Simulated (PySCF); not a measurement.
Species: [SbCl6]- (charge -1).
Geometry (PBE0-D3(BJ)/def2-SVP, Å), atoms numbered from 1 in this order:
```xyz
7
SbCl6 angstrom
Sb     0.0131   -0.0150   -0.0100
Cl    -0.0027   -0.0259    2.3897
Cl     0.0241   -0.0016   -2.4098
Cl     2.4124    0.0096    0.0071
Cl    -2.3867   -0.0394   -0.0320
Cl    -0.0096    2.3849    0.0049
Cl     0.0413   -2.4146   -0.0183
```

Method used: PySCF, PBE0-D3(BJ)/def2-SVP geometry optimisation, gas phase, def2 core potentials past Kr.

(1) Which atoms are bound to Sb1, and at what distances?

(2) List the angles at Sb1.

(3) What is the shape at Sb1?

(4) What are the rotational constants (commonest isotopes, rigid rotor)?

Answers

(1) 6 atoms: Cl4 2.399 Å, Cl2 2.400 Å, Cl7 2.400 Å, Cl3 2.400 Å, Cl6 2.400 Å, Cl5 2.400 Å.

(2) 
| angle | degrees | distance of the outer atoms (Å) |
| --- | --- | --- |
| Cl4–Sb1–Cl5 | 179.9 | 4.80 |
| Cl2–Sb1–Cl3 | 179.9 | 4.80 |
| Cl6–Sb1–Cl7 | 179.8 | 4.80 |
| Cl2–Sb1–Cl5 | 90.1 | 3.40 |
| Cl3–Sb1–Cl4 | 90.1 | 3.40 |
| Cl3–Sb1–Cl7 | 90.1 | 3.40 |
| Cl5–Sb1–Cl7 | 90.1 | 3.40 |
| Cl5–Sb1–Cl6 | 90.0 | 3.40 |
| Cl3–Sb1–Cl6 | 90.0 | 3.40 |
| Cl2–Sb1–Cl4 | 90.0 | 3.39 |
| Cl4–Sb1–Cl6 | 90.0 | 3.39 |
| Cl2–Sb1–Cl7 | 89.9 | 3.39 |
| Cl4–Sb1–Cl7 | 89.9 | 3.39 |
| Cl2–Sb1–Cl6 | 89.9 | 3.39 |
| Cl3–Sb1–Cl5 | 89.7 | 3.39 |

(3) Octahedral: the three widest angles are 179.9°, 179.9° and 179.8°, the others run from 89.7° to 90.1°.

(4) A = 628.2, B = 627.4, C = 626.6 MHz: a spherical top.

Point group: Oh (every atom within 0.08 Å of its image). Charge -1, singlet. The geometry's basis has no diffuse functions, a weakness for an anion. Stationary, but not proved a minimum.
